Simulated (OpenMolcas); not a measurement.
V4+ with its 6 nearest chloride ions, on the Zr site of Cs2ZrCl6 (a = 10.407 Å, distance in the model lattice 2.446 Å). The rest of the host is ab initio model potentials to 7.6 Å and point charges beyond; the distance is set by hand and nothing relaxes. Ligand basis ANO-RCC-VDZP.

- Program: OpenMolcas
- Method: CASSCF
- Basis: ANO-RCC-VTZP [6s5p3d2f1g]
- Scalar Hamiltonian: DKH2, point nucleus
- Active space: 1 electron in 5 orbitals (3d)
- State averaging: 2S+1 = 2 even, 5 roots
- Spin-orbit coupling: RASSI with atomic mean-field integrals over the reference wave functions

All ligands move together. At R = 2.377 Å |10Dq| is 15772 cm-1, and at R = 2.446 Å it is 14393 cm-1.

**Question.** A third run gives 16633 cm-1. What distance was it run at?

**Answer.** With a power law R^-n the two known points give n = -ln(14393 / 15772) / ln(2.446 / 2.377) = 3.20. Then R = 2.377 × (15772 / 16633)^(1/3.20) = 2.338 Å. The run was at 2.34 Å, so the estimate is off by -0.002 Å.

An orbital triplet at a regular site is open to Jahn-Teller coupling, which can distort the site and quench the lowest spin-orbit gaps and is left out. The least metal-like active orbital is 75 % on the metal (Löwdin) and no ligand orbital is active, so the numbers are rough. Ligand-to-metal charge-transfer states are missing. With metal d orbitals alone and no dynamic correlation the field as a rule comes out too small, by tens of per cent, by up to half for chloride and softer ligands. No measured value stands beside these numbers; the geometry was set by hand and not optimised.
